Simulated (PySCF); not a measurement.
## A small calculation by hand: oscillator strength and radiative lifetime

C₂H₆ClFSi, SMILES C[Si](C)(F)Cl.

Coordinates come from a PBE0-D3(BJ)/def2-SVP optimisation.

TDDFT-PBE/def2-SVPD (PySCF) puts the first singlet state with f over 0.02 at 7.13 eV (vertical), with the transition dipole (0.000, 0.000, -0.654) in atomic units.

**Question.** Find the oscillator strength, the wavelength and the radiative lifetime that this transition would have in vacuum if emission retraced absorption.

**Answer.** 
|μ|² = 0.4277 au, so |μ| = 1.66 D. ΔE = 7.13/27.211 = 0.2620 hartree. f = (2/3) ΔE |μ|² = 0.075 (the program prints 0.075).
λ = 1239.84/7.13 = 174 nm; ν = 57507 cm⁻¹.
Einstein's coefficient A = 0.6670 ν² f s⁻¹ (ν in cm⁻¹) = 1.6e8 s⁻¹, so τ = 1/A = 6.1 ns. This state is S1. The figure is the radiative limit of this one transition; relaxation, internal conversion, crossing to triplets and a medium change what is measured.
